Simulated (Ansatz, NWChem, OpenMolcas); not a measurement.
# AsH3 (arsine): methods side by side

The species is AsH3 (4 atoms), meant as a singlet with charge 0. As SMILES, `[AsH3]`. The shape is that of a PBE0-D4/def2-TZVP optimisation.

```xyz
4

As   -0.2158    0.4876   -0.3460
H     0.3499    0.6303    1.0594
H    -1.0680   -0.7055    0.0611
H     0.9339   -0.4125   -0.7745
```

Quantity: the atomisation enthalpy at 298 K, in kJ/mol. The values are calculated. The thermal term (zero-point and 298 K enthalpy, harmonic and unscaled) is that of PBE0-D4/def2-TZVP; the spin-orbit lowering of the free atoms at 298 K, 0.0 kJ/mol by their spectra, is taken off.

The value from experiment is 890 kJ/mol (CRC Handbook of Chemistry and Physics). From what is known of these methods, estimate their order from the nearest to it to the farthest.
A. MP3/cc-pVTZ (NWChem)
B. PBE0/cc-pVTZ (OpenMolcas)
C. SVWN5/cc-pVTZ (NWChem)
D. HF/cc-pVTZ (OpenMolcas)
E. M06-L/cc-pVTZ (NWChem)

E (890 kJ/mol, 0), B (856 kJ/mol, -34), A (849 kJ/mol, -41), C (1006 kJ/mol, +116), D (579 kJ/mol, -311).
